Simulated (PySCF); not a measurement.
C5H11AsO.
Atom-mapped SMILES: `[CH3:1][C:2](=[O:3])[C@H:4]([CH3:5])[CH2:6][AsH2:7]` (hydrogens: H8, H9, H10 on C1; H11 on C4; H12, H13, H14 on C5; H15, H16 on C6; H17, H18 on As7)

The calculation used PBE0-D3(BJ)/def2-SVP geometry optimisation, gas phase in PySCF.

Some entries are withheld. Bonds in one row agree within 0.01 Å.

```tsv
coordinate	value
C1–C2	1.506 Å
C2=O3	1.209 Å
C2–C4	?
C4–C5	1.533 Å
C4–C6	?
C6–As7	?
C1–H8, C1–H9, C1–H10	1.100 Å
C4–H11	1.106 Å
C5–H12, C5–H13, C5–H14	1.101 Å
C6–H15	1.099 Å
C6–H16	1.101 Å
As7–H17	1.534 Å
As7–H18	1.519 Å
C1–C2–O3	?
C1–C2–C4	?
O3–C2–C4	121.3°
C2–C4–C5	?
C2–C4–C6	112.0°
C5–C4–C6	112.7°
C4–C6–As7	114.7°
```

Q: Fill in the missing values.

A: 
- C2–C4 = 1.523 Å, drawn single (ketone carbonyl carbon to sp3 carbon next to a carbonyl); 0.03 Å above the sum of covalent radii, 1.49 Å.
- C4–C6 = 1.527 Å, drawn single (sp3 carbon next to a carbonyl to chain CH2 carbon); 0.01 Å above the sum of covalent radii, 1.52 Å.
- C6–As7 = 1.997 Å, drawn single (ends: chain CH2 carbon; arsenic bonded to C and 2 H); 0.05 Å above the sum of covalent radii, 1.95 Å.
- C1–C2–O3 = 121.6°, at the ketone carbonyl carbon; the outer atoms are 2.375 Å apart.
- C1–C2–C4 = 117.0°, at the ketone carbonyl carbon; the outer atoms are 2.583 Å apart.
- C2–C4–C5 = 108.9°, at the sp3 carbon next to a carbonyl; the outer atoms are 2.487 Å apart.

Radii are Cordero's, carbon taken as 0.76, 0.73 or 0.69 Å for four, three, and two or fewer neighbours.

Whether it is a minimum is left open (no frequencies). One conformer, not necessarily the lowest (C1–C2–C4–C5 -84°, C2–C4–C6–As7 60°, C4–C6–As7–H 161° and -106°).
